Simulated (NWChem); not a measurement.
Correlation energy of Ga (+1)

```xyz
1

Ga     0.0000     0.0000     0.0000
```
Charge +1, spin multiplicity 1.

The numbers come from NWChem runs, not from measurements.

Basis set: def2-TZVP. Each correlation energy counts from its own Hartree-Fock reference.

The Hamiltonian is non-relativistic. The correlated methods keep 9 core orbitals frozen. No row is a measurement; the coupled-cluster row has its own basis-set and correlation limits.

One of these methods gave a correlation energy of -175.0 mHa. Which?
A. CR-CCSD[T]
B. MP2
C. SCS-MP2
D. CCSD

A, CR-CCSD[T]. The others give -168.4 (CCSD), -155.8 (SCS-MP2), -165.9 (MP2).
